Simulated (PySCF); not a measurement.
Level of theory: PBE-D3(BJ)/def2-TZVP // B3LYP-D3(BJ)/def2-TZVP run with PySCF. Isolated molecules, 0 K electronic values unless said otherwise. One relaxed conformer stands for a flexible species; it need not be the lowest. 

Reference species (SMILES): `[SiH](=[SiH2])O` (H–O–Si–Si torsion 31°) (neutral, multiplicity 1).

The HOMO is -5.21 eV and the S1 oscillator strength is 0.010.

Changed species: `O=[SiH][SiH3]`.

Question: What does the change do to the HOMO and S1 oscillator strength?

Answer: the HOMO decreases by 1.16 eV, to -6.37 eV; the S1 oscillator strength stays essentially unchanged.
